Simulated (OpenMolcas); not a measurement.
## OpenMolcas run: P

Input:

```
&GATEWAY
Coord
1

P 0.0 0.0 0.0
Basis=ANO-RCC-VTZP
Group=XYZ
NoMove
AngMom=0.0 0.0 0.0
AMFI
RX2C
&SEWARD
&RASSCF
FileOrb=start.orb
Symmetry=2
Spin=4
nActEl=3 0 0
Inactive=3 3
Ras2=0 3
CIRoot=1 1 1
SDav=1
CIMx=300
Iter=120 100
PrWF=0.3
OrbListing=Nothing
MaxOrb=0
Atom
>>> COPY $Project.JobIph JOB001
&RASSCF
FileOrb=start.orb
Symmetry=2
Spin=2
nActEl=3 0 0
Inactive=3 3
Ras2=0 3
CIRoot=8 8 1
SDav=8
CIMx=300
Iter=120 100
PrWF=0.3
OrbListing=Nothing
MaxOrb=0
Atom
CIOnly
>>> COPY $Project.JobIph JOB002
&RASSI
NrOfJobIphs=2 1 8
1
1 2 3 4 5 6 7 8
IphNames
JOB001
JOB002
EJob
SpinOrbit
DIPRint=1.0
SOCoupling=1000.0
Subsets=2
MEES
Property=10
'ANGMOM' 1 'ANGMOM' 2 'ANGMOM' 3 'MLTPL  1' 1 'MLTPL  1' 2 'MLTPL  1' 3
'AMFI' 1 'AMFI' 2 'AMFI' 3 'MLTPL  2' 6
SOProperty=3
'ANGMOM' 1 'ANGMOM' 2 'ANGMOM' 3
```

Launched by
```bash
OMP_NUM_THREADS=1 MOLCAS_MEM=2252 MOLCAS_PROJECT=a pymolcas a.inp > a.log  # once for each step of the input, in one work folder
```

A driver script runs the steps one by one and writes start.orb anew before each from the orbitals found so far, so a CI-only block uses the converged orbitals of the first block.

Output, cut to the results:

```
--- SEWARD ---
Basis set label: P.ANO-RCC...5S4P2D1F.

      Electronic valence basis set:
      ------------------
      Associated Effective Charge  15.000000 au
      Associated Actual Charge     15.000000 au
      Nuclear Model: Point charge

      Shell  nPrim  nBasis  Cartesian Spherical Contaminant
         s      17       5        X
         p      12       4        X
         d       5       2                 X
         f       4       1                 X
RX2C
                  Relativistic X2C integrals
                  Atomic mean-field integrals
--- RASSCF ---
Wave function specifications:
      -----------------------------

      Number of closed shell electrons          12
      Number of electrons in active shells       3
      Max number of holes in RAS1 space          0
      Max nr of electrons in RAS3 space          0
      Number of inactive orbitals                6
      Number of active orbitals                  3
      Number of secondary orbitals              25
      Spin quantum number                      1.5
      State symmetry                             2
Orbital specifications:
      -----------------------

      Symmetry species                           1   2
                                                ag  au
      Frozen orbitals                            0   0
      Inactive orbitals                          3   3
      Active orbitals                            0   3
      RAS1 orbitals                              0   0
      RAS2 orbitals                              0   3
      RAS3 orbitals                              0   0
      Secondary orbitals                        12  13
      Deleted orbitals                           0   0
      Number of basis functions                 15  19
      Number of CSFs                             1
      Number of root(s) required                 1
      Iter CI   SX   CI       RASSCF       Energy    max ROT     max BLB   max BLB  Level Ln srch  Step   QN
          iter iter root      energy       change     param      element    value   shift minimum  type update
 Nr of preliminary CI iterations:   1
        1   1   10    1  -341.53024159    0.00E+00  -1.28E-02    2   4 1 -1.42E-01*  0.00   0.00    SX    NO
        2   1    9    1  -341.53322557   -2.98E-03* -4.63E-03    3   4 1  9.21E-03*  0.00   0.00    SX    NO
        3   1    9    1  -341.53329085   -6.53E-05*  1.23E-03    3   4 1  1.60E-03*  0.00   0.00    SX    NO
        4   1    8    1  -341.53329519   -4.34E-06* -3.38E-04    3   4 1  7.23E-04*  0.00   0.00    SX    NO
        5   1    7    1  -341.53329552   -3.26E-07*  1.08E-04    3   4 1  1.26E-04*  0.00   1.15    QN   YES
        6   1    4    1  -341.53329554   -2.68E-08*  8.98E-06    6   9 2  4.13E-06   0.00   0.94    QN   YES
        7   1    2    1  -341.53329554   -1.21E-10  -7.68E-08    2   4 1  2.07E-07   0.00   1.00    QN   YES
      Convergence after  7 iterations
        8   1    2    1  -341.53329554   -1.71E-13  -7.68E-08    1   4 1 -6.75E-08   0.00   1.00    QN   YES
      Natural orbitals and occupation numbers for root  1
      sym 2:   1.000000   1.000000   1.000000
::    RASSCF root number  1 Total energy:   -341.53329554
--- RASSCF ---
Wave function specifications:
      -----------------------------

      Number of closed shell electrons          12
      Number of electrons in active shells       3
      Max number of holes in RAS1 space          0
      Max nr of electrons in RAS3 space          0
      Number of inactive orbitals                6
      Number of active orbitals                  3
      Number of secondary orbitals              25
      Spin quantum number                      0.5
      State symmetry                             2
Orbital specifications:
      -----------------------

      Symmetry species                           1   2
                                                ag  au
      Frozen orbitals                            0   0
      Inactive orbitals                          3   3
      Active orbitals                            0   3
      RAS1 orbitals                              0   0
      RAS2 orbitals                              0   3
      RAS3 orbitals                              0   0
      Secondary orbitals                        12  13
      Deleted orbitals                           0   0
      Number of basis functions                 15  19
      Number of CSFs                             8
...
--- RASSI ---
SPIN-FREE ENERGIES:
  (Shifted by EMIN (a.u.) =       -341.5332955450)

 SF State       Relative EMIN(au)   Rel lowest level(eV)    D:o, cm**(-1)      L_eff

     1             0.0000000000        0.0000000000              0.0000         0.0
     2             0.0709141057        1.9296711200          15563.8472         2.0
     3             0.0709141057        1.9296711200          15563.8472         2.0
     4             0.0709141057        1.9296711200          15563.8472         2.0
     5             0.0709141057        1.9296711200          15563.8472         2.0
     6             0.0709141057        1.9296711200          15563.8472         2.0
     7             0.1181901761        3.2161185334          25939.7453         1.0
     8             0.1181901761        3.2161185334          25939.7453         1.0
     9             0.1181901761        3.2161185334          25939.7453         1.0
     Dipole printing threshold changed to   1.00000000E+00
Eigenvalues of complex Hamiltonian:
   -----------------------------------
  (Shifted by EMIN (a.u.) =       -341.5332955450)

 SO State       Relative EMIN(au)   Rel lowest level(eV)    D:o, cm**(-1)     J-value

     1            -0.0000091638        0.0000000000              0.0000         1.1
     2            -0.0000091638        0.0000000000              0.0000         1.2
     3            -0.0000091638        0.0000000000              0.0000         1.4
     4            -0.0000091638        0.0000000000              0.0000         0.9
     5             0.0708854977        1.9291420178          15559.5797         1.1
     6             0.0708854977        1.9291420178          15559.5797         1.3
     7             0.0708854977        1.9291420178          15559.5797         1.2
     8             0.0708854977        1.9291420178          15559.5797         1.0
     9             0.0709141057        1.9299204802          15565.8584         2.1
...
```

The J values that RASSI prints are effective ones from its own formula and need not be integers or half-integers; the table below assigns J from the states.

Levels above the lowest, from the spin-orbit matrix, grouped by J:

```json
{"Configuration": "3s2 3p3", "Term": "4S*", "J": "3/2", "E (cm-1)": "0.0", "Measured (cm-1)": "0.0", "g": "2.002", "Term weight %": "100"}
{"Configuration": "3s2 3p3", "Term": "2D*", "J": "3/2", "E (cm-1)": "15560", "Measured (cm-1)": "11361", "g": "0.800", "Term weight %": "100"}
{"Configuration": "3s2 3p3", "Term": "2D*", "J": "5/2", "E (cm-1)": "15566", "Measured (cm-1)": "11377", "g": "1.200", "Term weight %": "100"}
{"Configuration": "3s2 3p3", "Term": "2P*", "J": "1/2", "E (cm-1)": "25942", "Measured (cm-1)": "18723", "g": "0.666", "Term weight %": "100"}
{"Configuration": "3s2 3p3", "Term": "2P*", "J": "3/2", "E (cm-1)": "25950", "Measured (cm-1)": "18748", "g": "1.334", "Term weight %": "100"}
```

Against the 4 measured excited levels shown (NIST Handbook of Basic Atomic Spectroscopic Data) the mean absolute deviation is 5700 cm-1; the largest miss in energy is 3s2 3p3 2P* 1/2: computed 25942, measured 18723 cm-1 (+38.6 %).

Without dynamic correlation excited terms often stand tens of per cent too high (terms of higher spin than the ground term too low), and those without a measured partner can miss by more than the paired ones. Terms from blocks run as CI alone lack orbitals of their own. With the s shell closed, the reference lacks s² → p² mixing. Computed and measured levels are paired by configuration, term and J; levels that our copy of the source lacks, or whose pairing is in doubt (as where it misses far off the trend of its configuration), stay unpaired and out of the deviations. Only configurations of the active space appear.

The RASSCF and RASSI steps took 1.9 s on 1 thread of Arm Neoverse V2 (shared host); the integral step is not counted.

The term weight is that of the spin-free term in the level, not the purity of its configuration. * marks odd parity.
